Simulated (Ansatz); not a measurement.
`[MgH][N]([SiH3])[SiH3]` and `[SiH3]N[SiH3]` differ in one atom or group.

Ansatz, PBE0-D4/def2-TZVP geometries, multiplicity 1. 

```tsv
property	`[MgH][N]([SiH3])[SiH3]`
HOMO energy (ωB97M-V/def2-TZVPP) / eV	-9.62
HOMO–LUMO gap (PBE/def2-TZVPP) / eV	4.31
size of the dipole moment (ωB97M-V/def2-TZVPP) / D	0.62
HOMO energy (PBE/def2-TZVPP) / eV	-6.11
LUMO energy (PBE0/def2-TZVPP) / eV	-1.04
HOMO–LUMO gap (ωB97M-V/def2-TZVPP) / eV	10.03
```

Give the same properties after the change, and the shifts. (Best estimate.)

Computed: 
| property | `[SiH3]N[SiH3]` | shift |
| --- | --- | --- |
| HOMO energy (ωB97M-V/def2-TZVPP) / eV | -9.81 | -0.19 |
| HOMO–LUMO gap (PBE/def2-TZVPP) / eV | 5.28 | 0.97 |
| size of the dipole moment (ωB97M-V/def2-TZVPP) / D | 0.94 | 0.32 |
| HOMO energy (PBE/def2-TZVPP) / eV | -6.19 | -0.08 |
| LUMO energy (PBE0/def2-TZVPP) / eV | -0.08 | 0.96 |
| HOMO–LUMO gap (ωB97M-V/def2-TZVPP) / eV | 11.32 | 1.29 |

With PBE0 the HOMO falls by 0.16 eV and the LUMO rises by 0.96 eV, so the gap widens by about 1.12 eV. PBE moves the HOMO by -0.08 eV and ωB97M-V by -0.19 eV. Dipoles are sizes alone; their direction can turn.
